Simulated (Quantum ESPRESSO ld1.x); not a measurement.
Ga XIV, 18 electrons, occupied as [Ar]. All-electron calculation, scalar-relativistic Kohn-Sham, relativistic LDA (MacDonald-Vosko exchange, VWN5 correlation), spin-unpolarised, spherical densities, point nucleus. Program: ld1.x of Quantum ESPRESSO 7.5.

Normalised radial functions P(r) = r R(r), r in bohr:

r              3p
0.002534   0.0029
0.00317    0.0044
0.003966   0.0067
0.004962   0.0102
0.006208   0.0153
0.007766   0.0231
0.009716   0.0346
0.01216    0.0516
0.01521    0.0763
0.01903    0.1117
0.0238     0.1611
0.02978    0.2283
0.03725    0.3161
0.04661    0.4253
0.05878    0.5556
0.07354    0.6840
0.092      0.7880
0.1151     0.8268
0.144      0.7502
0.1801     0.5133
0.2254     0.1023
0.282     -0.4358
0.3528    -0.9798
0.4413    -1.3620
0.5521    -1.4450
0.6907    -1.2130
0.8642    -0.7979
1.081     -0.3972
1.353     -0.1417
1.692     -0.0337

3p: eigenvalue -454.05 eV, 1 radial node at r = 0.236 bohr, <r> = 0.576 bohr, 90 % of the charge inside 0.860 bohr.
